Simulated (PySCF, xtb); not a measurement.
CH8FNSi2, SMILES [Si@H](N)(F)[SiH2]C. The values are those of a single conformer.

Harmonic wavenumbers (cm⁻¹) from GFN2-xTB run with xtb at its own minimum, in rising order: 18, 103, 128, 151, 163, 181, 248, 402, 432, 455, 568, 623, 669, 708, 745, 752, 802, 811, 818, 844, 913, 1373, 1490, 1493, 1527, 2151, 2190, 2268, 3033, 3037, 3044, 3479, 3517.

Question: What does PBE-D3(BJ)/def2-SVP in PySCF give at its own minimum? (Estimate from the structure and the level; the computed values follow.)

Answer: 45, 87, 138, 179, 199, 285, 325, 402, 426, 445, 576, 646, 676, 696, 784, 820, 848, 858, 881, 899, 904, 1212, 1384, 1388, 1494, 2130, 2151, 2166, 2979, 3081, 3084, 3485, 3582. Paired by order, the mean absolute difference is 45 cm⁻¹ and the zero-point energies are 55.9 and 56.1 kcal/mol.
